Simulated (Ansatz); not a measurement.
A set of 12 reactions (redistribution), with CCSD(T)/CBS values in kJ/mol:

```json
{"reaction": "`C[SiH2][Te]C` + `BCC#C` → `C#CC[SiH2]C` + `B[Te]C`", "ΔE": "-22.9"}
{"reaction": "`N[SiH](O)[SiH3]` + `[OH][Ge]([OH])([SH])[Cl]` → `[OH][Ge]([OH])([SiH3])[Cl]` + `N[SiH](O)S`", "ΔE": "-52.5"}
{"reaction": "`F[SiH](F)[Si](Cl)(Cl)Cl` + `C#C[SeH]` → `C#C[Si](Cl)(Cl)Cl` + `F[SiH](F)[SeH]`", "ΔE": "-160.1"}
{"reaction": "`N[SiH](O)[SiH3]` + `[NH2][Al]1[NH][SiH2]1` → `N[SiH2][SiH](N)O` + `[NH]1[AlH][SiH2]1`", "ΔE": "47.9"}
{"reaction": "`N[SiH](O)[SiH3]` + `C=[CH][In]([F])[F]` → `C=C[Si](N)(O)[SiH3]` + `[F][InH][F]`", "ΔE": "-18.3"}
{"reaction": "`N[SiH](O)[SiH3]` + `[F][In]([SH])[O][SiH3]` → `N[SiH](O)[SiH2][SiH3]` + `[OH][In]([F])[SH]`", "ΔE": "90.6"}
{"reaction": "`N[SiH](O)[SiH3]` + `[SiH3]BN[SiH3]` → `N[Si](O)([SiH3])[SiH3]` + `BN[SiH3]`", "ΔE": "-14.3"}
{"reaction": "`N[SiH](O)[SiH3]` + `N[Si](F)([SiH3])Cl` → `O[SiH](F)[SiH3]` + `N[Si](N)([SiH3])Cl`", "ΔE": "-8.4"}
{"reaction": "`C[SiH2][Te]C` + `CC[SiH](O)F` → `C[Te][SiH](O)F` + `CC[SiH2]C`", "ΔE": "17.5"}
{"reaction": "`N[SiH](O)[SiH3]` + `C=N[Si](O)(F)Cl` → `C=N[SiH](N)O` + `O[Si](F)([SiH3])Cl`", "ΔE": "-6.7"}
{"reaction": "`N[SiH](O)[SiH3]` + `C=[CH][AlH2]` → `N[SiH2][SiH3]` + `C=[C](O)[AlH2]`", "ΔE": "172.5"}
{"reaction": "`[OH][Zr]12345678([Cl])([C@H]9[C@@H]1[C@@H]2[C@@H]3[C@H]94)[C@H]1[C@@H]5[C@@H]6[C@@H]7[C@H]18` + `[F][Sn]([SiH3])([Cl])[Cl]` → `[OH][Zr]12345678([F])([C@H]9[C@@H]1[C@@H]2[C@@H]3[C@H]94)[C@H]1[C@@H]5[C@@H]6[C@@H]7[C@H]18` + `[SiH3][Sn]([Cl])([Cl])[Cl]`", "ΔE": "-27.8"}
```

Program: Ansatz. Geometries: PBE0-D4/def2-TZVP. ΔE: electronic, gas phase. CCSD(T)/CBS adds triple-zeta CCSD(T) − MP2 to the extrapolated MP2 energy (def2 sets, frozen cores). This one scheme is used for every species. Functionals use def2-TZVPP. B3LYP here is the variant with VWN-RPA as its local correlation; programs differ in this. def2 core potentials past Kr. For Ge, In, Se, Sn, Te, Zr outer-core shells are correlated without core-valence functions, which leaves a few kJ/mol of doubt a bond. Scalar relativity is left out up to krypton. Each species was taken in one conformer, which may not be the lowest.

Give the mean, mean absolute and largest difference (level minus CCSD(T)/CBS, kJ/mol) for: PBE0-D4, B3LYP-D4, ωB97X-V, ωB97M-V, B2PLYP, HF/def2-TZVPP, MP2/def2-TZVPP, CCSD/def2-TZVPP, CCSD(T)/def2-TZVPP, MP2/def2-QZVPP, SCS-MP2/def2-QZVPP, HF/CBS(def2), MP2/CBS(def2), CCSD/CBS(def2). (Best estimate.)

The calculation gave: 
| level | mean | mean absolute | largest |
| --- | --- | --- | --- |
| PBE0-D4 | -2.9 | 7.1 | -20.9 |
| B3LYP-D4 | -1.2 | 4.6 | 15.3 |
| ωB97X-V | -0.6 | 4.1 | 10.8 |
| ωB97M-V | -1.4 | 2.8 | -7.5 |
| B2PLYP | 0.5 | 2.3 | 5.8 |
| HF/def2-TZVPP | 4.4 | 7.1 | 32.3 |
| MP2/def2-TZVPP | 1.3 | 2.8 | 7.9 |
| CCSD/def2-TZVPP | 1.1 | 2.1 | 5.4 |
| CCSD(T)/def2-TZVPP | 0.3 | 2.0 | -6.0 |
| MP2/def2-QZVPP | 1.3 | 2.9 | 8.5 |
| SCS-MP2/def2-QZVPP | 2.3 | 2.9 | 13.3 |
| HF/CBS(def2) | 4.8 | 7.3 | 35.3 |
| MP2/CBS(def2) | 1.0 | 3.4 | -9.1 |
| CCSD/CBS(def2) | 0.8 | 1.8 | 4.8 |

The largest T1 diagnostic in the set is 0.017, for `[F][InH][F]` (customary mark 0.02).

CCSD(T)/CBS is a level of theory with its own doubt, and the functionals carry their triple-zeta basis error, so these figures describe this set and don't rank the functionals.
